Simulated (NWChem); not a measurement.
System: C2H8AlN; SMILES [CH3][Al]([CH3])[NH2]

Input file for NWChem:

```
start job
memory heap 200 mb stack 900 mb global 1100 mb
geometry units angstroms noautosym nocenter noautoz
  Al     0.029772     0.000284    -0.000141
  C     -0.895837    -1.732866    -0.129100
  H     -0.201470    -2.595590    -0.196482
  H     -1.558481    -1.767488    -1.020653
  H     -1.552654    -1.901549     0.751455
  C     -0.921488     1.719452     0.128306
  H     -1.582645     1.876791    -0.751093
  H     -0.240762     2.593105     0.193712
  H     -1.582947     1.744340     1.021094
  N      1.821209     0.012691     0.001127
  H      2.406692     0.849082     0.062793
  H      2.417512    -0.815934    -0.061859
end
basis spherical
  * library def2-svp
end
dft
  xc b3lyp
  iterations 150
  mulliken
end
task dft energy
esp
  recalculate
  probe 0.07
  range 0.3
  factor 1.0
  spacing 0.02
end
task esp
```

Output (shortened):

```
             Northwest Computational Chemistry Package (NWChem) 7.3.0
             --------------------------------------------------------

                             Geometry "geometry" -> ""
                             -------------------------

 Output coordinates in angstroms (scale by  1.889725989 to convert to a.u.)

  No.       Tag          Charge          X              Y              Z
 ---- ---------------- ---------- -------------- -------------- --------------
    1 Al                  13.0000     0.02977200     0.00028400    -0.00014100
    2 C                    6.0000    -0.89583700    -1.73286600    -0.12910000
    3 H                    1.0000    -0.20147000    -2.59559000    -0.19648200
    4 H                    1.0000    -1.55848100    -1.76748800    -1.02065300
    5 H                    1.0000    -1.55265400    -1.90154900     0.75145500
    6 C                    6.0000    -0.92148800     1.71945200     0.12830600
    7 H                    1.0000    -1.58264500     1.87679100    -0.75109300
    8 H                    1.0000    -0.24076200     2.59310500     0.19371200
    9 H                    1.0000    -1.58294700     1.74434000     1.02109400
   10 N                    7.0000     1.82120900     0.01269100     0.00112700
   11 H                    1.0000     2.40669200     0.84908200     0.06279300
   12 H                    1.0000     2.41751200    -0.81593400    -0.06185900

 Effective nuclear repulsion energy (a.u.)     152.7237920713

                                 NWChem DFT Module
                                 -----------------

 Summary of "ao basis" -> "ao basis" (spherical)
 ------------------------------------------------------------------------------
       Tag                 Description            Shells   Functions and Types
 ---------------- ------------------------------  ------  ---------------------
 Al                         def2-svp                 8       18   4s3p1d
 C                          def2-svp                 6       14   3s2p1d
 H                          def2-svp                 3        5   2s1p
 N                          def2-svp                 6       14   3s2p1d

            General Information
            -------------------
          SCF calculation type: DFT
          Wavefunction type:  closed shell.
          No. of atoms     :    12
          No. of electrons :    40
           Alpha electrons :    20
            Beta electrons :    20
          Charge           :     0
          Spin multiplicity:     1
          Use of symmetry is: off; symmetry adaption is: off
          Maximum number of iterations: 150
          AO basis - number of functions:   100
                     number of shells:    50
          Convergence on energy requested:  1.00D-06
          Convergence on density requested:  1.00D-05
          Convergence on gradient requested:  5.00D-04

              XC Information
              --------------
                         B3LYP Method XC Potential
                     Hartree-Fock (Exact) Exchange  0.200
                        Slater Exchange Functional  0.800 local
                    Becke 1988 Exchange Functional  0.720 non-local
              Lee-Yang-Parr Correlation Functional  0.810
                  VWN I RPA Correlation Functional  0.190 local

             Grid Information
             ----------------
          Grid used for XC integration:  medium
          Radial quadrature: Mura-Knowles
          Angular quadrature: Lebedev.
          Tag              B.-S. Rad. Rad. Pts. Rad. Cut. Ang. Pts.
          ---              ---------- --------- --------- ---------
          Al                  1.25       88           8.0       590
          C                   0.70       49          11.0       434
          H                   0.35       45          12.0       434
          N                   0.65       49          11.0       434
          Grid pruning is: on
          Number of quadrature shells:   595
          Spatial weights used:  Erf1

      Superposition of Atomic Density Guess
      -------------------------------------

 Sum of atomic energies:        -375.27945193

      Non-variational initial energy
      ------------------------------

 Total energy =    -377.171991
 1-e energy   =    -817.589877
 2-e energy   =     287.694094
 HOMO         =      -0.340315
 LUMO         =       0.010254

     ---------------------------------------------
      Total Density - Mulliken Population Analysis
     ---------------------------------------------

    Atom       Charge   Shell Charges
 -----------   ------   -------------------------------------------------------
    1 Al  13    11.95   2.00  1.99  0.83  0.10  5.93  0.60  0.30  0.19
    2 C    6     6.73   1.99  0.97  0.32  2.12  1.32  0.01
    3 H    1     0.87   0.65  0.19  0.03
    4 H    1     0.86   0.65  0.19  0.03
    5 H    1     0.86   0.65  0.19  0.03
    6 C    6     6.73   1.99  0.97  0.32  2.12  1.32  0.01
    7 H    1     0.86   0.65  0.19  0.03
    8 H    1     0.87   0.65  0.19  0.03
    9 H    1     0.86   0.65  0.19  0.03
   10 N    7     7.92   1.99  1.04  0.47  2.63  1.78  0.00
   11 H    1     0.75   0.58  0.12  0.04
   12 H    1     0.75   0.58  0.12  0.04

   convergence    iter        energy       DeltaE   RMS-Dens  Diis-err
 ---------------- ----- ----------------- --------- --------- ---------
 d= 0,ls=0.0,diis     1   -378.0502960038 -5.31D+02  9.71D-03  4.77D-01
 d= 0,ls=0.0,diis     2   -378.0295943266  2.07D-02  5.63D-03  6.63D-01
 d= 0,ls=0.0,diis     3   -378.1034392981 -7.38D-02  1.35D-03  4.53D-02
 d= 0,ls=0.0,diis     4   -378.1081961343 -4.76D-03  4.91D-04  4.34D-03
 d= 0,ls=0.0,diis     5   -378.1087739213 -5.78D-04  7.03D-05  6.23D-05
  Resetting Diis
 d= 0,ls=0.0,diis     6   -378.1087823751 -8.45D-06  1.82D-05  2.32D-06
 d= 0,ls=0.0,diis     7   -378.1087827149 -3.40D-07  4.97D-06  7.51D-08

         Total DFT energy =     -378.108782714932
      One electron energy =     -822.954796201677
           Coulomb energy =      331.548448349973
    Exchange-Corr. energy =      -39.426226934527
 Nuclear repulsion energy =      152.723792071298

 Numeric. integr. density =       39.999976278948

                       DFT Final Molecular Orbital Analysis
                       ------------------------------------

 Vector   18  Occ=2.000000D+00  E=-3.092513D-01
              MO Center= -2.8D-01, -1.5D-03, -1.8D-04, r^2= 3.8D+00
   Bfn.  Coefficient  Atom+Function         Bfn.  Coefficient  Atom+Function
  ----- ------------  ---------------      ----- ------------  ---------------
     3      0.263432   1 Al s                80     -0.255226  10 N  px
    23      0.212432   2 C  py               52     -0.209546   6 C  py
    51      0.188901   6 C  px                8     -0.187427   1 Al px
    22      0.185388   2 C  px               79     -0.167288  10 N  s
     2      0.163519   1 Al s                83      0.135511  10 N  px

 Vector   19  Occ=2.000000D+00  E=-2.660580D-01
              MO Center= -6.9D-01, -5.6D-03, -4.0D-04, r^2= 3.6D+00
   Bfn.  Coefficient  Atom+Function         Bfn.  Coefficient  Atom+Function
  ----- ------------  ---------------      ----- ------------  ---------------
    23      0.314992   2 C  py               52      0.312413   6 C  py
     9     -0.227232   1 Al py               26      0.191457   2 C  py
    55      0.189658   6 C  py               21      0.177693   2 C  s
    50     -0.177637   6 C  s                51     -0.159234   6 C  px
    22      0.154362   2 C  px                6      0.150092   1 Al py

[...]

                     NWChem Electrostatic Potential Fit Module
                     -----------------------------------------

 Atom parameters

 Number of atoms is                                   12
 Number of basis functions is                        100

 Grid parameters

 Maximum number of grid points is                  48055
 Number of grid points is                          48054
 Grid range                                     0.300000 nm
 Grid spacing                                   0.020000 nm
 Probe radius                                   0.070000 nm
 Atom radius factor                             1.000000

 Atomic radii

    1    0.100000
    6    0.147000
    7    0.140000
   13    0.195000
 FASTESP  F
  using M.O. file = ./job.movecs

    Atom              Coordinates                           Charge

                                                  ESP

    1 Al    0.002977    0.000028   -0.000014    0.769559
    2 C    -0.089584   -0.173287   -0.012910   -0.386122
    3 H    -0.020147   -0.259559   -0.019648    0.065975
    4 H    -0.155848   -0.176749   -0.102065    0.049169
    5 H    -0.155265   -0.190155    0.075146    0.048215
    6 C    -0.092149    0.171945    0.012831   -0.383582
    7 H    -0.158265    0.187679   -0.075109    0.047481
    8 H    -0.024076    0.259311    0.019371    0.065069
    9 H    -0.158295    0.174434    0.102109    0.048456
   10 N     0.182121    0.001269    0.000113   -0.964172
   11 H     0.240669    0.084908    0.006279    0.319711
   12 H     0.241751   -0.081593   -0.006186    0.320239
                                            ------------
                                               -0.000000

 Dipole moment                                  0.335713

 Quadrupole moment Qxx                          1.612049
                   Qyy                         -3.354778
                   Qzz                          1.742730

 RMS deviation kJ/mol                           0.049818

 RRMS %                                        48.632198
```

Level: B3LYP/def2-SVP. Geometry: optimised at PBE-D3(BJ)/def2-SVP.
